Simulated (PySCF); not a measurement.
Stepwise substitution at one centre (Si OH-NH2). Isolated molecules, 0 K electronic values unless said otherwise. One relaxed conformer stands for each flexible species; it need not be the lowest. Strings in code marks are SMILES.

The S1 excitation (TDA) from two functionals at the same geometries (B3LYP-D3(BJ)/def2-TZVP), both in PySCF: PBE-D3(BJ)/def2-TZVP and B3LYP-D3(BJ)/def2-TZVP. B3LYP has the VWN-RPA correlation part, as in Gaussian. Excitations are Tamm–Dancoff values on a coarser integration grid. The basis has no diffuse functions, so Rydberg states are missing or too high.

| species | PBE-D3(BJ)/def2-TZVP (eV) | B3LYP-D3(BJ)/def2-TZVP (eV) |
|---|---|---|
| 0 of 4 OH replaced by NH2 (`O[Si](O)(O)O`) | 6.96 | 7.77 |
| 2 of 4 OH replaced by NH2 (`N[Si](N)(O)O`) | 5.76 | 6.41 |
| 3 of 4 OH replaced by NH2 (`N[Si](N)(N)O`) | 5.58 | 6.23 |
| 4 of 4 OH replaced by NH2 | 5.31 | 5.95 |

Over these rows, drawn at random from the members with no instability flagged (it was tested for open shells, ions and some series alone), PBE minus B3LYP-D3(BJ): mean -0.69 eV, from -0.81 eV to -0.64 eV.
